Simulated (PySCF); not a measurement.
PySCF job for B(Me)2(Et) (C4H11B), SMILES CCB(C)C, C-PCM-M06-2X/def2-SVP. The structure is a stationary point at B3LYP-D3(BJ)/def2-SVP. One conformer was computed; it need not be the lowest.

```python
import numpy as np
from pyscf import gto, scf, dft
from pyscf.solvent import pcm

mol = gto.M(
    atom='''
    B     0.21758938    0.27011576    0.44684848
    C     0.07778434   -1.04713730    1.30050627
    H     0.43253869   -1.93560380    0.74975604
    H    -1.00264064   -1.22911254    1.46622768
    H     0.56502847   -1.01807071    2.28722141
    C     0.85824927    1.55960973    1.08836067
    H     1.94195071    1.36084795    1.20991124
    H     0.48446572    1.74154821    2.11126265
    H     0.75543748    2.48257746    0.49629327
    C    -0.29198012    0.32580804   -1.04761524
    C    -0.79439152   -0.95961762   -1.70873938
    H     0.50684768    0.79464801   -1.65665965
    H    -1.08970292    1.09890793   -1.05210521
    H    -1.62782130   -1.40627777   -1.14211306
    H     0.00018499   -1.72219214   -1.76182669
    H    -1.15220753   -0.78982847   -2.73728395
    ''',
    basis='def2-SVP',
    charge=0,
    spin=0,
    max_memory=1600,
    verbose=3,
)
mf = dft.RKS(mol, xc='m06-2x').density_fit(auxbasis='def2-universal-jkfit')
mf.grids.level = 4
mf.conv_tol = 1e-9
mf.max_cycle = 100
mf.kernel()
res = {}
for name, eps in {'water': 78.355, 'diethylether': 4.24, 'toluene': 2.3741}.items():
    s = mf.PCM()
    s.with_solvent.method, s.with_solvent.eps, s.with_solvent.lebedev_order = 'C-PCM', eps, 29
    s.kernel(mf.make_rdm1())
    res[name] = (s.e_tot, eps, s.dip_moment(), s.mo_energy, s.converged)
    print(f'{name}: electrostatic solvation free energy {(s.e_tot - mf.e_tot) * 627.509474:.3f} kcal/mol')
```

Program output:

```
converged SCF energy = -183.667768433849

WARN: PCM is an experimental feature. It is still in testing.
Features and APIs may be changed in the future.

converged SCF energy = -183.668842038856
Dipole moment(X, Y, Z, Debye): -0.00499,  0.02884,  0.05912
water: electrostatic solvation free energy -0.674 kcal/mol

WARN: PCM is an experimental feature. It is still in testing.
Features and APIs may be changed in the future.

converged SCF energy = -183.668591634138
Dipole moment(X, Y, Z, Debye): -0.00237,  0.03092,  0.05539
diethylether: electrostatic solvation free energy -0.517 kcal/mol

WARN: PCM is an experimental feature. It is still in testing.
Features and APIs may be changed in the future.

converged SCF energy = -183.668387222382
Dipole moment(X, Y, Z, Debye): -0.00060,  0.03229,  0.05263
toluene: electrostatic solvation free energy -0.388 kcal/mol
```

The calculation finished and met its thresholds.

Cost: roughly 5 core-minutes.
